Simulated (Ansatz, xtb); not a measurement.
**Two spin states of H3NSn**

We compare X, `[NH2][SnH]`, a singlet, with Y, `[NH2][SnH]`, a triplet. Both are isolated molecules in the gas phase, relaxed with B3LYP-D3(BJ)/def2-SVP; the shapes shown needn't be the lowest conformers.

X (Å):

```
atom    x (Å)    y (Å)    z (Å)
   N   0.4659   0.8324  -0.4996
  Sn  -0.6666   0.8780   1.1989
   H  -1.7572  -0.3902   0.5392
   H   0.2983   0.2349  -1.3053
   H   1.2847   1.4184  -0.6434
```

Y (Å):

```yaml
atoms:
  - { symbol: N, position_ang: [-0.8086, -1.1308, -2.1783] }
  - { symbol: Sn, position_ang: [1.2821, -0.9035, -2.0259] }
  - { symbol: H, position_ang: [-1.2856, -1.3716, -1.3062] }
  - { symbol: H, position_ang: [-1.1245, -1.7875, -2.8958] }
  - { symbol: H, position_ang: [1.6747, 0.7709, -2.4241] }
```

Q: Which of the two would you expect CCSD(T)/def2-TZVPP electronic energies to favour?

A: Structure X; the calculation gives E(Y) − E(X) = +1.872 eV.

The same difference at several levels:

| level | geometry | E(Y) − E(X) (eV) | departure from the last row (eV) | job, with rough time for the two |
| --- | --- | --- | --- | --- |
| B3LYP-D3(BJ)/def2-SVP | B3LYP-D3(BJ)/def2-SVP | +1.850 | −0.022 | optimisation, 38 s |
| HF/def2-TZVPP | B3LYP-D3(BJ)/def2-SVP | +1.304 | −0.568 | part of the CCSD(T) run |
| MP2/def2-TZVPP | B3LYP-D3(BJ)/def2-SVP | +1.973 | +0.102 | part of the CCSD(T) run |
| CCSD(T)/def2-TZVPP | B3LYP-D3(BJ)/def2-SVP | +1.872 |  | single point, 82 s |

The levels shown agree on the order. The largest departure from CCSD(T)/def2-TZVPP is that of HF/def2-TZVPP, 0.568 eV. Levels run at GFN2-xTB geometries aren't shown.

With harmonic frequencies from B3LYP-D3(BJ)/def2-SVP (ideal gas, rigid rotor, one conformer each, 298.15 K, 1 atm): on the last row, ΔE + ΔZPE = +1.845, ΔH = +1.851, ΔG = +1.812 eV.

Open shells are spin-unrestricted. The correlated steps freeze 5 core orbitals; the filled d shell of Sn is correlated, in a basis made for valence electrons. Atoms past krypton carry core potentials in the def2 sets and no spin–orbit term is included. ΔG holds the spin degeneracy. Programs: Ansatz 0.2.0; the last row on 1 thread of Intel(R) Xeon(R) Platinum 8259CL CPU @ 2.50GHz (Skylake/Cascade Lake) on a shared host.
